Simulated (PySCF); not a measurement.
Calculation: PBE-D3(BJ)/def2-TZVP // PBE0-D3(BJ)/def2-TZVP (PySCF). Isolated molecules, 0 K electronic values unless said otherwise. 

Reference species (SMILES): `Cl[Si]Cl` (lower singlet) (neutral, multiplicity 1).

The dipole moment is 0.75 D.

Changed species: `[SiH3][Si]Cl` (lower singlet) (X = silyl, multiplicity 1; the reference has X = chloro, multiplicity 1).

Q: What does the change do to the dipole moment?

A: the dipole moment decreases by 0.09 D, to 0.66 D.
